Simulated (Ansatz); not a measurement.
`[F][GeH]([F])[Cl]`, charge 0, multiplicity 1.

(1) Give a relaxed structure at PBE0-D4/def2-TZVP (Ansatz). (An estimate is asked.)

Answers

(1) Ansatz gave: 
Cartesian coordinates in Å:
```
F 1.472 -0.568 -0.634
Ge 0.012 0.109 -0.048
F -1.210 -0.484 -1.093
Cl -0.342 -0.684 1.874
H 0.068 1.627 -0.099
```
Point group Cs.
